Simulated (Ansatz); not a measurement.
Start from `B[SiH2][CH]1[NH][AlH]1` and change one atom or group to get `[SiH3][CH]1[NH][AlH]1`.

Ansatz, PBE0-D4/def2-TZVP geometries, multiplicity 1. Each molecule was computed in one conformer, which needn't be the lowest.

```json
{"property": "LUMO energy (PBE/def2-TZVPP) / eV", "`B[SiH2][CH]1[NH][AlH]1`": "-3.09"}
{"property": "HOMO–LUMO gap (PBE0/def2-TZVPP) / eV", "`B[SiH2][CH]1[NH][AlH]1`": "4.16"}
{"property": "size of the dipole moment (B3LYP/def2-TZVPP) / D", "`B[SiH2][CH]1[NH][AlH]1`": "1.87"}
{"property": "LUMO energy (ωB97M-V/def2-TZVPP) / eV", "`B[SiH2][CH]1[NH][AlH]1`": "-0.29"}
{"property": "HOMO energy (PBE0/def2-TZVPP) / eV", "`B[SiH2][CH]1[NH][AlH]1`": "-6.31"}
{"property": "HOMO energy (PBE/def2-TZVPP) / eV", "`B[SiH2][CH]1[NH][AlH]1`": "-5.24"}
```

Q: What does the change do to each property? (An estimate is asked.)

A: The calculation gave: 
```csv
property,`[SiH3][CH]1[NH][AlH]1`,shift
LUMO energy (PBE/def2-TZVPP) / eV,-1.75,1.34
HOMO–LUMO gap (PBE0/def2-TZVPP) / eV,5.44,1.28
size of the dipole moment (B3LYP/def2-TZVPP) / D,1.87,0.00
LUMO energy (ωB97M-V/def2-TZVPP) / eV,0.60,0.89
HOMO energy (PBE0/def2-TZVPP) / eV,-6.42,-0.11
HOMO energy (PBE/def2-TZVPP) / eV,-5.23,0.01
```

With PBE0 the HOMO falls by 0.11 eV and the LUMO rises by 1.16 eV, so the gap widens by about 1.27 eV. PBE moves the HOMO by 0.01 eV and ωB97M-V by -0.24 eV. Dipoles are sizes alone; their direction can turn.

B3LYP here is the variant with VWN-RPA as its local correlation; programs differ in this.
